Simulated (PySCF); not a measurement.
A structure optimised at PBE-D3(BJ)/def2-TZVP, used in a PySCF frequency run:

```xyz
6

Si    -1.5663    -0.3675    -0.1411
As     0.7341     0.1827     0.1456
H     -2.4212     0.8412     0.0959
H     -1.9342    -0.9842    -1.4589
H      1.1548    -1.2710    -0.1211
H      0.9030     0.5320    -1.3451
```
Charge 0, spin multiplicity 2.

**Question.** Write its SMILES and formula.

**Answer.** [SiH2][AsH2], AsH4Si

**Question.** What are its rotational constants (standard atomic weights)?

**Answer.** 59.745, 3.8598, 3.7976 GHz
